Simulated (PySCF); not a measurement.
HClSi, charge +1, doublet, geometry from GFN2-xTB (a state made from the parent by changing its charge; the spin is typed, not shown lowest); DF-B97M-V/STO-3G run with PySCF.

PySCF was given this input:
```python
from pyscf import gto, scf, dft

mol = gto.M(
    atom='''
Si    0.86135093   -0.21951955    0.44274278
H     2.20871354   -0.51186238   -0.05259738
Cl   -0.83927215    0.21089035   -0.36151774
''',
    basis='sto-3g',
    charge=1,
    spin=1,
    verbose=4,
)

mf = dft.UKS(mol)
mf.xc = 'b97m_v'
mf = mf.density_fit(auxbasis='def2-universal-jkfit')
mf.kernel()
```

**Question.** What does PySCF print? Leave out banner, timings and long lists.

**Answer.** 
```
PySCF version 2.14.0

[INPUT] verbose = 4
[INPUT] num. atoms = 3
[INPUT] num. electrons = 31
[INPUT] charge = 1
[INPUT] spin (= nelec alpha-beta = 2S) = 1
[INPUT] symmetry False subgroup None
[INPUT] Mole.unit = angstrom
[INPUT] Symbol           X                Y                Z      unit          X                Y                Z       unit  Magmom
[INPUT]  1 Si     0.861350930000  -0.219519550000   0.442742780000 AA    1.627717354839  -0.414831828488   0.836662597829 Bohr   0.0
[INPUT]  2 H      2.208713540000  -0.511862380000  -0.052597380000 AA    4.173863678219  -0.967279711668  -0.099394643070 Bohr   0.0
[INPUT]  3 Cl    -0.839272150000   0.210890350000  -0.361517740000 AA   -1.585994507475   0.398525003814  -0.683169517772 Bohr   0.0

nuclear repulsion = 73.1770868783395
number of shells = 11
number of NR pGTOs = 57
number of NR cGTOs = 19
basis = sto-3g
ecp = {}

******** <class 'pyscf.df.df_jk.DFUKS'> ********
method = DFUKS
initial guess = minao
damping factor = 0
level_shift factor = 0
DIIS = <class 'pyscf.scf.diis.CDIIS'>
diis_start_cycle = 1
diis_space = 8
diis_damp = 0
SCF conv_tol = 1e-09
SCF conv_tol_grad = None
SCF max_cycles = 50
direct_scf = False
number electrons alpha = 16  beta = 15
XC library pyscf.dft.libxc version 7.1.2
    S. Lehtola, C. Steigemann, M. J. T. Oliveira, and M. A. L. Marques,  SoftwareX 7, 1–5 (2018)
XC functionals = b97m_v
    N. Mardirossian and M. Head-Gordon,  J. Chem. Phys. 142, 074111 (2015)
radial grids:
    Treutler-Ahlrichs [JCP 102, 346 (1995); DOI:10.1063/1.469408] (M4) radial grids

becke partition: Becke, JCP 88, 2547 (1988); DOI:10.1063/1.454033
pruning grids: <function nwchem_prune>
grids dens level: 3
symmetrized grids: False
atomic radii adjust function: <function treutler_atomic_radii_adjust>
** Following is NLC and NLC Grids **
NLC functional = b97m_v
radial grids:
    Treutler-Ahlrichs [JCP 102, 346 (1995); DOI:10.1063/1.469408] (M4) radial grids

becke partition: Becke, JCP 88, 2547 (1988); DOI:10.1063/1.454033
pruning grids: <function nwchem_prune>
grids dens level: 3
symmetrized grids: False
atomic radii adjust function: <function treutler_atomic_radii_adjust>
small_rho_cutoff = 0
Set gradient conv threshold to 3.16228e-05
tot grids = 47872
tot grids = 47872
init E= -741.509066579237

cycle= 1 E= -741.467738838727  delta_E= 0.0413  |g|= 0.243  |ddm|= 1.64
cycle= 2 E= -740.969206692523  delta_E= 0.499  |g|= 0.843  |ddm|= 1.88
cycle= 3 E= -741.537720025549  delta_E= -0.569  |g|= 0.0444  |ddm|= 1.29
cycle= 4 E= -741.539460688437  delta_E= -0.00174  |g|= 0.0146  |ddm|= 0.122
cycle= 5 E= -741.539731236201  delta_E= -0.000271  |g|= 0.000865  |ddm|= 0.0421
cycle= 6 E= -741.53973234197  delta_E= -1.11e-06  |g|= 0.000212  |ddm|= 0.00289
cycle= 7 E= -741.539732416649  delta_E= -7.47e-08  |g|= 3.55e-05  |ddm|= 0.000718
cycle= 8 E= -741.539732420258  delta_E= -3.61e-09  |g|= 4.58e-06  |ddm|= 0.000224
cycle= 9 E= -741.539732420317  delta_E= -5.83e-11  |g|= 6.06e-07  |ddm|= 2.7e-05
Extra cycle  E= -741.539732420317  delta_E= -1.14e-13  |g|= 7.2e-07  |ddm|= 3.48e-06
converged SCF energy = -741.539732420317  <S^2> = 0.75368264  2S+1 = 2.0036793
```
